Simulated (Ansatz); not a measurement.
H4Ge, singlet, geometry from GFN2-xTB of the parent state; B3LYP/6-31G* (Ansatz, a first-principles code).

Here is a job for Ansatz.
Ansatz 0.2 input:
```yaml
crystal:
  periodic: [false, false, false]
  atoms:
    - {symbol: Ge, position_ang: [-0.00000000, -0.00000000, 0.00000000]}
    - {symbol: H, position_ang: [-0.67646658, -0.62768487, -1.22444324]}
    - {symbol: H, position_ang: [0.64960409, -0.61379055, 1.24584600]}
    - {symbol: H, position_ang: [-1.22136068, 0.65887921, 0.65193009]}
    - {symbol: H, position_ang: [1.24822317, 0.58259622, -0.67333286]}
basis:
  gaussian:
    orbitals: 6-31G*
hamiltonian:
  xc: b3lyp
```

Output, abridged:

```
Functional definition: B3LYP
438 factors; integrals over basis functions are off by at most 3.7e-4 eV
mean field evaluation 1: about -56575.7641 eV, gradient 1.4e1 eV
mean field evaluation 2: about -56575.9474 eV, gradient 1.3e1 eV
mean field evaluation 4: about -56576.0512 eV, gradient 1.9e-1 eV
mean field evaluation 8: about -56576.0828 eV, gradient 1.3e-2 eV
mean field -56576.08285069 eV, -2079.1326961166 hartree, gradient 3.2e-5 eV, S^2 0.000000; 0 other end points of the search recorded, 0 dependent functions left out
reference -56576.08305348 eV, -2079.1327035691 hartree; 18, 18 occupied and 25, 25 virtual orbitals, 438 factors
Total energy: -56576.08305348 eV, -2079.1327035691 hartree
```
